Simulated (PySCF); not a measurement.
B3LYP has the VWN-RPA correlation part, as in Gaussian. 

```xyz
3

B     -0.0005     0.3367     0.0000
H      1.0743    -0.1667     0.0000
H     -1.0738    -0.1699     0.0000
```

Charge 0, multiplicity 2.

Question: Give the Mulliken and meta-Löwdin atomic charges from B3LYP-D3(BJ)/def2-TZVP in PySCF.

Answer: 
```csv
atom,Mulliken (e),meta-Löwdin (e)
B1,-0.08,-0.06
H2,0.04,0.03
H3,0.04,0.03
```
